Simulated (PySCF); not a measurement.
The third ionisation energy along the 5d series

Calculated with PySCF 2.14 from differences of total energies of unrestricted determinants, without spin-orbit coupling. Values in eV. The last column holds reference values (NIST; (s) semi-empirical, (t) theoretical, else measured). Unmarked ones compare directly (S terms, centres of terms, or small fine structure); those marked * lie between the lowest fine-structure levels and include a spin-orbit shift.

```tsv
element	configurations	UHF	MP2 (valence)	SCS-MP2 (valence)	reference
Re (cc-pVTZ-PP with ECP60MDF, ECP)	[Xe] 4f14 5d5 → [Xe] 4f14 5d4	27.243	27.827	27.438	27 ± 1.6 (t) *
Pt (cc-pVTZ-PP with ECP60MDF, ECP)	[Xe] 4f14 5d8 → [Xe] 4f14 5d7	29.099	30.646	30.675	29 ± 1.6 (t) *
Hg (cc-pVTZ-PP with ECP60MDF, ECP)	[Xe] 4f14 5d10 → [Xe] 4f14 5d9	33.522	35.315	35.139	34.49 ± 0.05 *
```

"Valence" correlates the outer s and p shells and, in groups 3 to 12 and the f block, the outer d or f shell, open or full, or the next shell where the ion has no valence electron left; the wider scheme adds the next inner shell.
